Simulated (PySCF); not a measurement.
**Exact mass, isotope pattern and composition**

Species: `BOBC#CC=C`.

Calculated from tabulated atomic weights, isotope masses and abundances; no fragmentation.

(1) Find the molar and monoisotopic masses of C4H6B2O.

(2) What cluster does the molecular ion M+• show when like nominal masses merge?

(3) Which m/z would the protonated, sodiated and deprotonated molecule have?

(4) Which singly substituted isotopologues are there?

(5) What share of all molecules is the monoisotopic species?

(6) What resolving power m/Δm just matches the spacing of the species with one 13C and with one 2H?

(7) Count the protons, neutrons and electrons of the monoisotopic species, and give its exact less its nominal mass.

Results:

(1) For C4H6B2O, with standard atomic weights, 2 × 10.810 + 1 × 15.999 + 4 × 12.011 + 6 × 1.008 = 91.711 g/mol. From the most abundant isotopes (11B, 16O, 12C, 1H), 2 × 11.009305 + 1 × 15.994915 + 4 × 12.000000 + 6 × 1.007825 = 92.0605 u.

(2) 
| nominal mass | m/z (centroid) | relative intensity |
| --- | --- | --- |
| 90 | 90.0672 | 6.0 |
| 91 | 91.0636 | 48.9 |
| 92 | 92.0601 | 100.0 |
| 93 | 93.0635 | 4.5 |
| 94 | 94.0650 | 0.3 |

Cut off at 0.1 %. One electron mass, 0.00055 u, is taken off. Abundances used (%; other tables differ somewhat): 10B 19.9, 11B 80.1; 16O 99.757, 17O 0.038, 18O 0.205; 12C 98.93, 13C 1.07; 1H 99.9885, 2H 0.0115.

(3) [M+H]+ 93.0678, [M+Na]+ 115.0497, [M−H]− 91.0532, for the monoisotopic species (arithmetic only; whether such ions form is another matter).

(4) Intensity in % of the monoisotopic species:

| isotope | mass shift (u) | m/z | intensity (%) |
| --- | --- | --- | --- |
| 10B | -0.99637 | 91.0636 | 49.69 |
| 13C | +1.00335 | 93.0633 | 4.33 |
| 17O | +1.00422 | 93.0641 | 0.04 |
| 2H | +1.00628 | 93.0662 | 0.07 |
| 18O | +2.00425 | 94.0642 | 0.21 |

Species under 0.02 % are left out.

(5) 0.801^2 × 0.99757 × 0.9893^4 × 0.999885^6 = 61.27 %.

(6) They lie 0.00292 u apart at mass 93.06, so m/Δm is about 32000.

(7) 48 protons, 44 neutrons and 48 electrons; 92.0605 − 92 = +0.0605 u.
